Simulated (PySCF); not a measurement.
Level of theory: PBE0-D3(BJ)/def2-TZVP (PySCF). Isolated molecules, 0 K electronic values unless said otherwise. One relaxed conformer stands for a flexible species; it need not be the lowest. Delta-SCF ions had no search for a lower state. Excitations are Tamm–Dancoff values on a coarser integration grid. The basis has no diffuse functions, so Rydberg states are missing or too high.

Reference species (SMILES): `[SiH2]([SiH2][SiH2]O)[SiH3]` (neutral, multiplicity 1).

```json
{
  "LUMO": "-0.60 eV",
  "vertical ionisation energy (Delta-SCF)": "9.41 eV",
  "S1–T1 gap (TDA)": "0.74 eV"
}
```

After one change: the LUMO falls by 0.04 eV; the vertical ionisation energy (Delta-SCF) rises by 0.08 eV; the S1–T1 gap (TDA) rises by 0.02 eV.

Task: Name the change that produced these shifts. The new species is one of these.
A) `O[Si@@H]([SiH3])[SiH2][SiH3]` (H–O–Si–Si torsion 56°, Si–Si–Si–Si torsion 172°)
B) `O[SiH2][SiH]([SiH3])[SiH3]` (H–O–Si–Si torsion 180°, O–Si–Si–Si torsion -62°)
C) `O[Si]([SiH3])([SiH3])[SiH3]` (H–O–Si–Si torsion 60°)

Result: B, `O[SiH2][SiH]([SiH3])[SiH3]` (H–O–Si–Si torsion 180°, O–Si–Si–Si torsion -62°)
